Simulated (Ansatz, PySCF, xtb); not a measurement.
Diatomic PN, closed-shell singlet (the spin of the measured ground state).

Seven points along R, fitted to fifth degree in 1/R; most abundant isotopes. Runs in def2 and cc sets follow the lowest solution found near the PBE0 minimum. The singlet is held restricted. HF and MP2 rows in def2 and cc sets belong to the determinant that coupled cluster picked by its CCSD energy.

Correlated levels freeze the cores. CBS(a, b) extrapolates the correlation energy as X⁻³ and adds the Hartree–Fock energy of set b. Rows in 6-31G* carry no dispersion term and start afresh at each structure (6-31G* with six Cartesian d functions).

The values were computed with Ansatz (an electronic-structure program) with Gaussian orbitals; PySCF for 6-31G* rows; xtb for the GFN methods. Each number belongs to the level named beside it.

D_e counts from each atom's lowest state at the same level, without counterpoise or zero-point energy.

| level | r_e (Å) | ω_e (cm⁻¹) | ω_e x_e (cm⁻¹) | D_e (eV) | dipole (D) |
|---|---|---|---|---|---|
| GFN1-xTB | 1.478 | 1467 | 7.2 | - | - |
| HF/6-31G* | 1.455 | 1589 | 5.0 | - | 2.92 |
| HF/def2-TZVPP | 1.448 | … | 4.9 | - | - |
| HF/aug-cc-pV(Q+d)Z | 1.446 | 1593 | 5.0 | - | - |
| B3LYP/def2-TZVPP | 1.483 | 1404 | 5.8 | 6.30 | 2.88 |
| BHLYP/def2-TZVPP | 1.463 | 1498 | 5.4 | 5.41 | 3.07 |
| MP2/aug-cc-pV(Q+d)Z | 1.518 | 1201 | 9.9 | - | - |
| CCSD(T)/CBS(aug-cc-pV(Q+d)Z, aug-cc-pV(5+d)Z) | … | … | 6.6 | - | - |

### Question
Fill in the missing entries.

### Answer

- CCSD(T)/CBS(aug-cc-pV(Q+d)Z, aug-cc-pV(5+d)Z), r_e (Å): 1.493
- CCSD(T)/CBS(aug-cc-pV(Q+d)Z, aug-cc-pV(5+d)Z), ω_e (cm⁻¹): 1345
- HF/def2-TZVPP, ω_e (cm⁻¹): 1590

Measured for the ground state: r_e 1.4909 Å [microwave values compiled in ACS Omega 2, 8373 (2017)]. ω_e 1336.9 cm-1, ω_e x_e 6.8958 cm-1, B_e 0.78648 cm-1, α_e 0.0055337 cm-1 [Irikura, J. Phys. Chem. Ref. Data 36, 389 (2007)]. D_0 6.357 ± 0.22 eV (a handbook's tabulated 298 K bond energy less 3RT/2; such tables hold older values) [Luo, bond dissociation energies, CRC Handbook]. dipole 2.7514 D [compilation of Liu, Meijer and Pérez-Ríos].

Doubts at one or more of the structures used: a restricted determinant that unrestricted orbitals would lower (HF/def2-TZVPP, HF/aug-cc-pV(Q+d)Z, MP2/aug-cc-pV(Q+d)Z, CCSD(T)/CBS(aug-cc-pV(Q+d)Z, aug-cc-pV(5+d)Z)).
